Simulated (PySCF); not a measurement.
## Electronic structure of Co (cobalt, neutral) at the UHF level

Configuration: [Ar] 3d7 4s2, high-spin 4F determinant. Computed with PySCF 2.14 in aug-cc-pVTZ, with no relativity, point nucleus.

* Total energy: -1381.425268 hartree
* One-electron energy: -1913.8731 hartree
* Hartree (Coulomb) energy: 590.4640 hartree
* Exchange energy: -58.0161 hartree
* Kinetic energy: 1381.47796 hartree
* ⟨S²⟩: 3.7601
* ⟨L²⟩: 12.029
* Sum of ⟨r⟩: 21.92 bohr
* Sum of ⟨r²⟩: 39.45 bohr²
* Density at the nucleus (Gaussians lack the cusp): 13300 bohr⁻³
* Spin density at the nucleus: 0.793 bohr⁻³
* Langevin diamagnetic susceptibility: -31.2 ×10⁻⁶ cm³/mol

```csv
shell,electrons,mean orbital energy (eV),spread (eV),"rms radius, mean of both spins (bohr)"
1s α,1,-7702.6,0,0.0659
1s β,1,-7702.5,0,0.0659
2s α,1,-950.22,0,0.279
2s β,1,-947.41,0,0.279
2p α,3,-820.98,0,0.250
2p β,3,-818.24,0,0.250
3s α,1,-126.96,0,0.840
3s β,1,-119.30,0,0.840
3p α,3,-86.454,0,0.894
3p β,3,-77.239,0,0.894
3d α,5,-19.558,1.448,1.16
3d β,2,-15.847,0,1.16
4s α,1,-7.646,0,3.41
4s β,1,-6.949,0,3.41
```

Spin-orbit constants ζ (cm⁻¹) from the X2C one-electron operator on these orbitals (non-relativistic here): bare nucleus, nucleus screened by l(l+1)(2l+1)/3 electrons, and screened by the Breit-Pauli mean field of the electrons.

```tsv
shell	bare	screened nucleus	mean field
2p	80190	74250	71470
3p	9771	9047	8643
3d	952.5	599.7	542.4
```

To first order the Landé constant is A = -180.8 cm⁻¹, so the lowest level has J = 9/2 and lies 0.101 eV below the centre of the term. This holds in LS coupling only.
